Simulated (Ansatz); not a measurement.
```yaml
crystal:
  periodic: [false, false, false]
  atoms:
    - {symbol: C, position_ang: [0.063427, -0.101682, 1.689726]}
    - {symbol: N, position_ang: [0.028066, -0.071042, 0.248436]}
    - {symbol: C, position_ang: [0.455478, -1.303576, -0.383038]}
    - {symbol: Zr, position_ang: [-0.471487, 1.279363, -1.094740]}
    - {symbol: I, position_ang: [-2.488688, 0.211958, -2.571348]}
    - {symbol: I, position_ang: [-1.249897, 3.515527, 0.209489]}
    - {symbol: I, position_ang: [1.730797, 1.712805, -2.627946]}
    - {symbol: H, position_ang: [-0.590669, -0.892667, 2.076964]}
    - {symbol: H, position_ang: [1.081387, -0.297788, 2.048604]}
    - {symbol: H, position_ang: [-0.268858, 0.851922, 2.100017]}
    - {symbol: H, position_ang: [1.493862, -1.540626, -0.123042]}
    - {symbol: H, position_ang: [-0.192608, -2.139657, -0.095111]}
    - {symbol: H, position_ang: [0.409219, -1.224526, -1.478011]}
basis:
  gaussian: {orbitals: def2-TZVPP, fitting: {mean_field: cc-pVTZ-jkfit}}
hamiltonian: {xc: {name: rPW86-PBE}}
scf: {lower_state_search: light}
```

```sh
$ ansatz run in.yaml --threads 4 --pin off --events-out ev --progress --plain --max-ram 66560MiB --backend cuda --devices 0, --max-vram 37GiB
```

(1) How does Ansatz answer? (Estimate.)

Results:

(1) Computed: The program refused the input.
```
Functional definition: rPW86-PBE
Error: <dir> the basis set cc-pVTZ-JKFIT has no functions for Zr
```
